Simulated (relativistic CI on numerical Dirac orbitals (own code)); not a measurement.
Spin-allowed bands of a d8 ion in an octahedral site, by hand

Problem. A d8 ion in an octahedral site has a 3A2 ground term and spin-allowed bands at ν1 = 12900 and ν2 = 19989 cm⁻¹ (from a computed ligand-field model). Find Δ and the Racah parameter B, and predict the third band.

Working.
1. The F term splits into A2 (−1.2Δ), T2 (−0.2Δ) and T1 (+0.6Δ), so ν1 = E(T2) − E(A2) = Δ = 12900 cm⁻¹.
2. T1(F) mixes with T1(P), which lies at 15B, through an element 0.4Δ. The two roots, counted from A2, are ν2,3 = ½(15B + 3Δ) ∓ ½√[(15B − Δ)² + 12BΔ].
3. Solving the lower root for B gives B = (2ν1² + ν2² − 3ν1ν2)/(15ν2 − 27ν1) = -41194179/-48465 = 850 cm⁻¹.
4. The sum of the roots is 15B + 3Δ, so ν3 = 15B + 3ν1 − ν2 = 31461 cm⁻¹ (318 nm).

Check. The bands were computed by exact diagonalisation of the d8 shell with B = 850 and Δ = 12900 cm⁻¹, which gives ν3 = 31461 cm⁻¹. C does not enter the terms of highest spin.
